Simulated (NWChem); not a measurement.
System: BeH₂O; SMILES [BeH][OH]

The following NWChem deck was run.

```
start job
memory heap 200 mb stack 900 mb global 1100 mb
geometry units angstroms noautosym nocenter noautoz
  Be     0.004533    -0.854112     0.000104
  H      0.012000    -2.187218     0.000281
  O     -0.003500     0.539059    -0.000304
  H     -0.001594     1.486292     0.002728
end
basis spherical
  * library 6-311g**
end
dft
  xc bhlyp
  iterations 150
end
tddft
  cis
  ecut -17.5
  nroots 6
  notriplet
end
task tddft energy
```

Output (shortened):

```
             Northwest Computational Chemistry Package (NWChem) 7.3.0
             --------------------------------------------------------

                             Geometry "geometry" -> ""
                             -------------------------

 Output coordinates in angstroms (scale by  1.889725989 to convert to a.u.)

  No.       Tag          Charge          X              Y              Z
 ---- ---------------- ---------- -------------- -------------- --------------
    1 Be                   4.0000     0.00453300    -0.85411200     0.00010400
    2 H                    1.0000     0.01200000    -2.18721800     0.00028100
    3 O                    8.0000    -0.00350000     0.53905900    -0.00030400
    4 H                    1.0000    -0.00159400     1.48629200     0.00272800

 Effective nuclear repulsion energy (a.u.)      20.8128219158

                                 NWChem DFT Module
                                 -----------------

 Summary of "ao basis" -> "ao basis" (spherical)
 ------------------------------------------------------------------------------
       Tag                 Description            Shells   Functions and Types
 ---------------- ------------------------------  ------  ---------------------
 Be                         6-311g**                 8       18   4s3p1d
 H                          6-311g**                 4        6   3s1p
 O                          6-311g**                 8       18   4s3p1d

            General Information
            -------------------
          SCF calculation type: DFT
          Wavefunction type:  closed shell.
          No. of atoms     :     4
          No. of electrons :    14
           Alpha electrons :     7
            Beta electrons :     7
          Charge           :     0
          Spin multiplicity:     1
          Use of symmetry is: off; symmetry adaption is: off
          Maximum number of iterations: 150
          AO basis - number of functions:    48
                     number of shells:    24
          Convergence on energy requested:  1.00D-06
          Convergence on density requested:  1.00D-05
          Convergence on gradient requested:  5.00D-04

              XC Information
              --------------
                        BHLYP Method XC Functional
                     Hartree-Fock (Exact) Exchange  0.500
                        Slater Exchange Functional  0.500 local
                    Becke 1988 Exchange Functional  0.500 non-local
              Lee-Yang-Parr Correlation Functional  1.000

             Grid Information
             ----------------
          Grid used for XC integration:  medium
          Radial quadrature: Mura-Knowles
          Angular quadrature: Lebedev.
          Tag              B.-S. Rad. Rad. Pts. Rad. Cut. Ang. Pts.
          ---              ---------- --------- --------- ---------
          Be                  1.05       49           9.0       434
          H                   0.35       45          11.0       434
          O                   0.60       49           8.0       434
          Grid pruning is: on
          Number of quadrature shells:   188
          Spatial weights used:  Erf1

      Superposition of Atomic Density Guess
      -------------------------------------

 Sum of atomic energies:         -90.34761651

      Non-variational initial energy
      ------------------------------

 Total energy =     -90.704854
 1-e energy   =    -163.660760
 2-e energy   =      52.143084
 HOMO         =      -0.481154
 LUMO         =       0.020331

[...]

                                NWChem TDDFT Module
                                -------------------

            General Information
            -------------------
           No. of orbitals :      96
            Alpha orbitals :      48
             Beta orbitals :      48
        Alpha frozen cores :       0
         Beta frozen cores :       0
     Alpha frozen virtuals :       0
      Beta frozen virtuals :       0
         Spin multiplicity :       1
    Number of AO functions :      48
        Use of symmetry is : off
      Symmetry adaption is : off
         Schwarz screening :  0.10D-07

              XC Information
              --------------
                 BHLYP Method XC Functional
              Hartree-Fock (Exact) Exchange   0.50
                 Slater Exchange Functional   0.50 local
             Becke 1988 Exchange Functional   0.50 non-local
       Lee-Yang-Parr Correlation Functional   1.00

             TDDFT Information
             -----------------
          Calculation type : Tamm-Dancoff TDDFT
         Wavefunction type : Restricted singlets
          No. of electrons :      14
           Alpha electrons :       7
            Beta electrons :       7
              No. of roots :       6
          Max subspacesize :    5200
            Max iterations :     100
               Target root :       1
           Target symmetry : none
             Energy Cutoff :-0.18D+02
      Symmetry restriction : off
                 Algorithm : Optimal
        Davidson threshold :  0.10D-03

    6 smallest eigenvalue differences (eV)
--------------------------------------------------------
  No. Spin  Occ  Vir  Irrep   E(Occ)    E(Vir)   E(Diff)
--------------------------------------------------------
    1    1    1    8 a       -19.660     0.051   536.366
    2    1    1    9 a       -19.660     0.052   536.387
    3    1    1   10 a       -19.660     0.052   536.387
    4    1    1   11 a       -19.660     0.117   538.157
    5    1    1   12 a       -19.660     0.145   538.913
    6    1    1   13 a       -19.660     0.231   541.253
--------------------------------------------------------

  Entering Davidson iterations
  Restricted singlet excited states

  Iter   NTrls   NConv    DeltaV     DeltaE      Time
  ----  ------  ------  ---------  ---------  ---------
    1      6       0     0.12E+00   0.10+100        1.0
    2     12       0     0.19E-01   0.20E-01        0.9
    3     18       0     0.35E-02   0.21E-03        0.9
    4     24       4     0.39E-03   0.15E-04        0.9
    5     26       6     0.82E-04   0.29E-07        0.7
  ----  ------  ------  ---------  ---------  ---------
  Convergence criterion met

  Ground state a         -91.204165367329 a.u.

  ----------------------------------------------------------------------------
  Root   1 singlet a             19.542147710 a.u.              531.7691 eV
  ----------------------------------------------------------------------------
     Transition Moments    X -0.00012   Y -0.02959   Z -0.00013
     Dipole Oscillator Strength                    0.0114080878
     Electric Quadrupole                           0.0000465641
     Magnetic Dipole                               0.0000000079
     Total Oscillator Strength                     0.0114546598

     Occ.    1  a   ---  Virt.    8  a       -0.86347
     Occ.    1  a   ---  Virt.   11  a        0.39812
     Occ.    1  a   ---  Virt.   12  a        0.25057
     Occ.    1  a   ---  Virt.   15  a        0.05799
     Occ.    1  a   ---  Virt.   16  a       -0.06565
     Occ.    1  a   ---  Virt.   17  a       -0.12668
     Occ.    1  a   ---  Virt.   23  a       -0.07921
  ----------------------------------------------------------------------------
  Root   2 singlet a             19.554724090 a.u.              532.1113 eV
  ----------------------------------------------------------------------------
     Transition Moments    X -0.03177   Y  0.00005   Z -0.02094
     Dipole Oscillator Strength                    0.0188733253
     Electric Quadrupole                           0.0000618199
     Magnetic Dipole                               0.0000976270
     Total Oscillator Strength                     0.0190327722

     Occ.    1  a   ---  Virt.    9  a       -0.96410
     Occ.    1  a   ---  Virt.   10  a       -0.10930
     Occ.    1  a   ---  Virt.   13  a       -0.19921
     Occ.    1  a   ---  Virt.   22  a       -0.08035
     Occ.    1  a   ---  Virt.   25  a       -0.10353
  ----------------------------------------------------------------------------
  Root   3 singlet a             19.554724609 a.u.              532.1114 eV
  ----------------------------------------------------------------------------
     Transition Moments    X -0.02094   Y -0.00008   Z  0.03177
     Dipole Oscillator Strength                    0.0188744465
     Electric Quadrupole                           0.0000618227
     Magnetic Dipole                               0.0000976362
     Total Oscillator Strength                     0.0190339054

     Occ.    1  a   ---  Virt.    9  a       -0.10931
     Occ.    1  a   ---  Virt.   10  a        0.96409
     Occ.    1  a   ---  Virt.   14  a        0.19923
     Occ.    1  a   ---  Virt.   21  a        0.08042
     Occ.    1  a   ---  Virt.   24  a        0.10355
  ----------------------------------------------------------------------------
  Root   4 singlet a             19.610907067 a.u.              533.6402 eV
  ----------------------------------------------------------------------------
     Transition Moments    X -0.00001   Y -0.03936   Z -0.00010
     Dipole Oscillator Strength                    0.0202553407
     Electric Quadrupole                           0.0000782611
     Magnetic Dipole                               0.0000000057
     Total Oscillator Strength                     0.0203336075

[...]
```

Level: BHandHLYP/6-311G** (spherical d), restricted-window TDA. Structure relaxed at the PBE0/def2-SVP level. The quadrupole and magnetic terms of the printed total strengths depend on the origin.
